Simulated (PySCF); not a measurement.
Chain-length series, n-germane methyl/methyl (end groups after the name). Gas-phase values, no solvent. One relaxed conformer stands for each flexible species; it need not be the lowest. Strings in code marks are SMILES. All members: neutral, multiplicity 1. Level: PBE0-D4/def2-TZVP // PBE0-D3(BJ)/def2-SVP (PySCF), beside PBE-D3(BJ)/def2-TZVP // PBE0-D3(BJ)/def2-SVP (PySCF) at the same geometries. Delta-SCF ions had no search for a lower state.  The removal energy is E(N − 1 electrons) − E(N electrons) at the parent's geometry.

```tsv
species	vertical ionisation energy (Delta-SCF), PBE (eV)	vertical ionisation energy (Delta-SCF), PBE0-D4 (eV)
`[CH3][GeH2][GeH2][GeH2][GeH2][GeH2][GeH2][CH3]`	7.84	8.21
`[CH3][GeH2][GeH2][GeH2][GeH2][GeH2][CH3]`	8.07	withheld
`[CH3][GeH2][GeH2][GeH2][GeH2][CH3]`	8.36	8.67
`[CH3][GeH2][GeH2][GeH2][CH3]` (C–Ge–Ge–Ge torsion 180°, Ge–Ge–Ge–C torsion 180°)	8.77	9.04
`[CH3][GeH2][GeH2][CH3]` (C–Ge–Ge–C torsion 179°)	9.23	9.47
`[CH3][GeH2][CH3]`	10.36	10.61
```

Task: Fit y = a + b·x, y being the vertical ionisation energy (Delta-SCF) at the first level, to the 5 complete rows by least squares, with x = the PBE value in eV. Give a, b and the rms residual, and predict the withheld value.

Result: Means of the 5 rows: x̄ = 8.912, ȳ = 9.2 eV. Σ(x − x̄)² = 3.6719 and Σ(x − x̄)(y − ȳ) = 3.5041, so b = 0.954 and a = ȳ − b·x̄ = 0.698 eV. The rms residual is 0.027 eV. At x = 8.07 the line gives 8.40 eV. The run for `[CH3][GeH2][GeH2][GeH2][GeH2][GeH2][CH3]` gave 8.41 eV, so the line is off by 0.01 eV, within twice the rms residual.

Codes: PySCF.
